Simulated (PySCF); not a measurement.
SMILES c1(ccccc1C)-c1[se]ccc1 (C11H10Se), GFN2-xTB optimised geometry.

```
22

C     -2.35    -0.74    -0.01
C     -1.56     0.53     0.00
C     -2.23     1.75     0.00
C     -1.55     2.95     0.00
C     -0.17     2.95     0.00
C      0.51     1.75     0.00
C     -0.16     0.53     0.00
C      0.65    -0.68    -0.02
C      1.80    -0.84    -0.74
C      2.48    -2.07    -0.56
C      1.89    -2.91     0.33
Se     0.33    -2.21     1.04
H     -3.39    -0.55    -0.26
H     -2.32    -1.21     0.98
H     -1.94    -1.45    -0.73
H     -3.31     1.75    -0.01
H     -2.10     3.88     0.00
H      0.38     3.88     0.00
H      1.59     1.75     0.02
H      2.16    -0.09    -1.43
H      3.39    -2.31    -1.08
H      2.24    -3.88     0.62
```

Density from PySCF with CAM-B3LYP/def2-SVP at that geometry.

Minimum of the electron density along straight lines between bonded atoms, close to the bond critical point (lines longer than 1.1 times the sum of covalent radii, or with two minima, are not listed):

| bond | length / Å | ρ at the minimum / e bohr⁻³ | ∇²ρ there / e bohr⁻⁵ | position (fraction from the first atom) |
|---|---|---|---|---|
| C1–C2 | 1.497 | 0.258 | -0.62 | 0.49 |
| C2–C3 | 1.388 | 0.313 | -0.81 | 0.50 |
| C3–C4 | 1.383 | 0.316 | -0.83 | 0.50 |
| C4–C5 | 1.384 | 0.315 | -0.82 | 0.50 |
| C5–C6 | 1.380 | 0.317 | -0.83 | 0.50 |
| C2–C7 | 1.402 | 0.305 | -0.76 | 0.50 |
| C6–C7 | 1.397 | 0.308 | -0.78 | 0.50 |
| C7–C8 | 1.460 | 0.274 | -0.67 | 0.49 |
| C8–C9 | 1.367 | 0.321 | -0.80 | 0.51 |
| C9–C10 | 1.413 | 0.299 | -0.76 | 0.50 |
| C10–C11 | 1.356 | 0.326 | -0.83 | 0.49 |
| C8–Se12 | 1.884 | 0.166 | -0.19 | 0.49 |
| C11–Se12 | 1.852 | 0.176 | -0.21 | 0.49 |
| C1–H13 | 1.087 | 0.278 | -1.03 | 0.63 |
| C1–H14 | 1.093 | 0.273 | -0.99 | 0.63 |
| C1–H15 | 1.090 | 0.277 | -1.03 | 0.63 |
| C3–H16 | 1.081 | 0.283 | -1.08 | 0.63 |
| C4–H17 | 1.080 | 0.284 | -1.09 | 0.63 |
| C5–H18 | 1.080 | 0.284 | -1.09 | 0.63 |
| C6–H19 | 1.080 | 0.285 | -1.10 | 0.64 |
| C9–H20 | 1.077 | 0.283 | -1.09 | 0.64 |
| C10–H21 | 1.077 | 0.283 | -1.09 | 0.64 |
| C11–H22 | 1.075 | 0.284 | -1.11 | 0.64 |
